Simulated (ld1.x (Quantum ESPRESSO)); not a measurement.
## Before and after: TM potential for tungsten (W)

```
Element                 : W (Z = 74)
Generator               : ld1.x (Quantum ESPRESSO) 7.5
Type                    : norm-conserving Troullier–Martins (Kleinman–Bylander form)
Functional              : PBE
Relativity              : scalar-relativistic
Frozen core             : [Kr] 4d10 4f14 5s2
Valence charge          : 12
Reference configuration : 5p6 5d4 6s2 6p0
Partial waves           : 6s (bound): rc 2.40 bohr; 5p (bound): rc 1.95 bohr; 5d (bound): rc 2.65 bohr
Local potential         : all-electron potential smoothed inside 1.95 bohr (lloc = -1)
Core correction         : a·sin(br)/r model core, default radius (core density twice the valence density)
```

Change: all radii but the core radius scaled by about 0.75 (s 1.80, p 1.46, d 2.00 bohr); local potential all-electron potential smoothed inside 1.46 bohr (lloc = -1).

Cutoffs: the cutoffs (Ry, on a coarse ladder) from which the occupation-weighted sum of valence levels, in a spherical-Bessel basis at the reference potential, stays within 10 and 1 mRy of its value at 400 Ry; they do not see the model core or the augmentation charge, which bear on the density cutoff. Errors are all-electron minus pseudo energies relative to the spin-unpolarised reference configuration.

Task: Predict the effect on cutoff, ghosts and configuration errors.

Result: The potential gets harder (30 Ry and 45 Ry → 80 Ry and 110 Ry); both files keep a bound ghost (s); of the 7 tests that both files solve, the error grows in 1 and shrinks in 4 by more than 15 % and 0.3 meV (median size 20.1 → 16.3 meV). A smaller radius makes the pseudo-wave follow the all-electron one further in, where it bends more sharply, so more plane waves are needed.

| quantity | base | changed |
| --- | --- | --- |
| cutoff, loose | 30 Ry | 80 Ry |
| cutoff, tight | 45 Ry | 110 Ry |
| loose cutoff by channel (10 mRy a level) | s 8 Ry, p 21 Ry, d 21 Ry | s 25 Ry, p 45 Ry, d 25 Ry |
| bound ghosts | s | s |
| error for 5p6 5d4 6s1 6p0, meV [ΔE 8.88 eV] | -8.4 | -7.4 |
| error for 5p6 5d4 6s0 6p0, meV [ΔE 24.56 eV] | -38 | -34 |
| error for 5p6 5d3 6s0 6p0, meV [ΔE 49.94 eV] | -16 | -46 |
| error for 5p6 5d5 6s1 6p0, meV [ΔE 1.54 eV] | -20 | -16 |
| error for 5p6 5d3 6s2 6p0, meV [ΔE 8.83 eV] | -4.5 | +1.2 |
| error for 5p6 5d4 6s0 6p1, meV [ΔE 14.34 eV] | +272 | +15 |
| error for 5p5 5d4 6s2 6p0, meV [ΔE 48.94 eV] | -269 | -117 |

 A true bound ghost makes a file unfit for plane-wave use even where its test errors are small: the radial tests pick states by their node count and pass the ghost by.
